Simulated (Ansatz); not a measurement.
`O[SiH2]SC[SiH3]` + orthosilicic acid → `O[SiH2]O[Si](O)(O)O` + `[SiH3]CS`  (ligand exchange at the Si–S bond)

Program: Ansatz. Geometries: PBE0-D4/def2-TZVP. ΔE: electronic, gas phase. CCSD(T)/CBS adds triple-zeta CCSD(T) − MP2 to the extrapolated MP2 energy (def2 sets, frozen cores). This one scheme is used for every species. DFT in def2-TZVPP. B3LYP here is the variant with VWN-RPA as its local correlation; programs differ in this. Each species was taken in one conformer, which may not be the lowest.

(1) Is it downhill or uphill in electronic energy at CCSD(T)/CBS, and by how much? (An estimate is asked.)

(2) What do these levels give: PBE0-D4, B3LYP-D4, ωB97X-V, ωB97M-V, r2SCAN, PBE0, MP2/def2-TZVPP, SCS-MP2/def2-TZVPP, CCSD(T)/def2-TZVPP, HF/def2-QZVPP, MP2/def2-QZVPP, SCS-MP2/def2-QZVPP? (Estimate.)

Largest T1 diagnostic among the species: 0.012.

## Answers

(1) Ansatz gave: Downhill: ΔE = -70.7 kJ/mol.

(2) The calculation gave: PBE0-D4 -61.1, B3LYP-D4 -73.3, ωB97X-V -72.1, ωB97M-V -71.7, r2SCAN -68.1, PBE0 -62.0, MP2/def2-TZVPP -70.4, SCS-MP2/def2-TZVPP -76.1, CCSD(T)/def2-TZVPP -74.3, HF/def2-QZVPP -94.3, MP2/def2-QZVPP -69.1, SCS-MP2/def2-QZVPP -74.7 kJ/mol.

From PBE to PBE0 (25 % exact exchange), in def2-TZVPP and without D4, ΔE moves by −5.8 kJ/mol. In def2-TZVPP, CCSD(T) changes the Hartree–Fock value by +18.0 kJ/mol (the triples alone add +3.7 kJ/mol) and MP2 by +21.8 kJ/mol.
